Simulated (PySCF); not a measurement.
## Frontier levels across methods

Species: C₃H₄FNOSi.
Numbering: `[CH2:1]=[CH:2][O:3][Si@@H:4]([F:5])[C:6]#[N:7]` (hydrogens: H8, H9 on C1; H10 on C2; H11 on Si4)

Cartesian coordinates in Å at the PBE0-D3(BJ)/def2-SVP level; atoms count from 1:
```xyz
11
C3H4FNOSi angstrom
C      1.6627    0.3068    0.5667
C      1.3805   -0.4880   -0.4646
O      0.1597   -0.6728   -1.0264
Si    -1.3041    0.0008   -0.7048
F     -2.3541   -0.7192   -1.6803
C     -1.8037   -0.4122    1.0298
N     -2.1024   -0.6403    2.1262
H      2.6901    0.3653    0.9276
H      0.9066    0.9007    1.0883
H      2.1443   -1.0878   -0.9677
H     -1.3414    1.4606   -0.9101
```

Basis pcSseg-1 throughout (PySCF), one geometry. Geometry: PBE0-D3(BJ)/def2-SVP, one conformer, isolated molecule.

**Question.** How do the orbital energies, the gap and the dipole change with the method?

**Answer.** 
```tsv
method	kind	HOMO (eV)	LUMO (eV)	gap (eV)	μ (D)	SCF cycles
BLYP	GGA	-6.34	-2.00	4.34	3.02	17
B97-D	GGA	-6.46	-2.05	4.41	3.04	17
KT3	GGA	-6.49	-2.12	4.37	2.96	17
PBE	GGA	-6.50	-2.18	4.32	3.00	17
LDA	LDA	-6.71	-2.49	4.23	3.11	16
B97-2	global hybrid	-7.46	-1.23	6.23	3.13	16
mPW1PW91	global hybrid	-7.75	-1.22	6.53	3.16	15
wB97X-D	range-separated hybrid	-9.61	0.61	10.22	3.19	14
```

The HOMO spans 3.28 eV, from BLYP down to wB97X-D, and the gap runs from 4.23 eV (LDA) to 10.22 eV (wB97X-D). Over the methods BLYP (0 %), B97-D (0 %), KT3 (0 %), PBE (0 %), LDA (0 %), B97-2 (21 %), mPW1PW91 (25 %), a straight line through the gap against the share of exact exchange rises by 0.89 eV for each 10 % (correlation coefficient 0.998). The dipole ranges from 2.96 D (KT3) to 3.19 D (wB97X-D). This basis has no diffuse functions.
